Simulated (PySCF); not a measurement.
Mg(OMe)(SeH) (CH₄MgOSe), SMILES C[O][Mg][SeH].

Coordinates come from a B3LYP-D3(BJ)/def2-SVP optimisation. The structure was generated by enumeration; whether it is a known compound was not checked. The values are those of a single conformer.

All values below come from r2SCAN/def2-TZVP in PySCF.

Isolated molecule, no solvent.

* **total energy**: -2717.39081 hartree
* **highest occupied level**: -5.96 eV
* **lowest empty level**: -1.64 eV
* **orbital gap**: 4.32 eV
* **dipole moment**: 1.07 D
* **quadrupole, principal values (traceless, Buckingham form, about the centre of nuclear charge)**: -10.47, 1.73, 8.74 D·Å
* **mean static polarisability**: 69.9 bohr³ (10.36 Å³)
* **polarisability, principal values**: 58.2, 60.9, 90.8 bohr³
